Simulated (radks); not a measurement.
The numbers below are computed, except where a source is named.
Cs2+, 53 electrons, occupied as [Kr] 4d10 5s2 5p5. Code: a radial shooting solver on a logarithmic mesh with Libxc functionals. Model: Dirac Kohn-Sham, SOGGA, spin-unpolarised, spherical densities, point nucleus; open shells fill j = l - 1/2 first.

Spin-orbit splittings of the eigenvalues, e(l+1/2) - e(l-1/2), with zeta = 2 splitting/(2l+1) and mean radii in bohr:

shell  occ.  splitting (eV)  zeta (eV)  <r> j=l-1/2  <r> j=l+1/2
2p        6           352.0      234.7      0.09405      0.09994
3p        6           67.45      44.97       0.2888       0.3006
3d       10           14.33      5.730       0.2714       0.2751
4p        6           13.80      9.202       0.7205       0.7481
4d       10           2.292     0.9170       0.8299       0.8403
4f        0         0.09463    0.02704        2.103        2.142
5p        5           1.824      1.216        1.933        2.011
